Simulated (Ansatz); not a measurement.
C3H9OSi (SMILES CO[Si](C)C), doublet, at a GFN2-xTB geometry. Base run: Ansatz (a program for electronic structure) with R2SCAN/6-31G*.

Here is a job for Ansatz.
Ansatz 0.2 input:
```yaml
crystal:
  periodic: [false, false, false]
  atoms:
    - {symbol: C, position_ang: [1.90452480, -0.70742963, 0.64244582]}
    - {symbol: O, position_ang: [1.20840243, -0.12648447, -0.42931285]}
    - {symbol: Si, position_ang: [-0.36583798, 0.29422034, -0.54235485]}
    - {symbol: C, position_ang: [-0.83913476, 1.63795260, 0.73014405]}
    - {symbol: C, position_ang: [-1.52376810, -1.21199279, -0.34399243]}
    - {symbol: H, position_ang: [1.48460471, -1.68420376, 0.89482328]}
    - {symbol: H, position_ang: [1.86586362, -0.06496564, 1.52554104]}
    - {symbol: H, position_ang: [2.94303746, -0.83234589, 0.33546628]}
    - {symbol: H, position_ang: [-1.84761689, 2.00357650, 0.56766526]}
    - {symbol: H, position_ang: [-0.79341441, 1.24124988, 1.74503572]}
    - {symbol: H, position_ang: [-0.16576344, 2.48882457, 0.67896605]}
    - {symbol: H, position_ang: [-1.47564350, -1.60389767, 0.67265625]}
    - {symbol: H, position_ang: [-1.24891015, -2.01669610, -1.02001637]}
    - {symbol: H, position_ang: [-2.55737663, -0.94993177, -0.54425128]}
basis:
  gaussian:
    orbitals: 6-31G*
hamiltonian:
  xc: r2scan
magnetization: {spin_polarized: true, initial_magnetization: 1}
```

Each row names what was changed in the base input (with any setting that the change needs).

```json
[
 {"change": "base", "ΔE vs base (mEh)": "0.000"},
 {"change": "final_grid = 4, 8, 17", "ΔE vs base (mEh)": "-1.535"},
 {"change": "final_grid = 10, 20, 41", "ΔE vs base (mEh)": "-0.009"},
 {"change": "lower_state_search = light", "ΔE vs base (mEh)": "0.000"},
 {"change": "accuracy = high", "ΔE vs base (mEh)": "0.002"},
 {"change": "fitting.mean_field = cc-pVTZ-JKFIT", "ΔE vs base (mEh)": "-0.080"},
 {"change": "fitting.mean_field = def2-universal-JKFIT", "ΔE vs base (mEh)": "-0.130"},
 {"change": "point_charge = charge:1.0 position_ang:-1.783, 5.7774, 0.0782", "ΔE vs base (mEh)": "-3.411"},
 {"change": "lower_state_search = off", "ΔE vs base (mEh)": "0.000"},
 {"change": "nuclear_model = gaussian", "ΔE vs base (mEh)": "0.189"},
 {"change": "final_grid = 6, 12, 29", "ΔE vs base (mEh)": "0.353"}
]
```
